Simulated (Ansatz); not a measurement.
Species: H$_{3}$FGeO$_{3}$, SMILES `[OH][Ge]([OH])([OH])[F]` (charge 0, multiplicity 1).

Give a relaxed geometry from r2SCAN-D4/def2-TZVP (Ansatz, a first-principles code).

Several could match; the one computed here: the end point of this relaxation, one of several conformers (outside a Z-matrix the atoms follow the SMILES, hydrogens last).
Cartesian coordinates (Å) in one orientation:
```xyz
8

O     -1.173    -1.110    -0.603
Ge    -0.005    -0.004     0.075
O     -0.348     1.628    -0.439
O      1.611    -0.462    -0.400
F     -0.114    -0.075     1.803
H     -2.074    -0.915    -0.321
H      0.245     2.274    -0.039
H      1.858    -1.336    -0.075
```
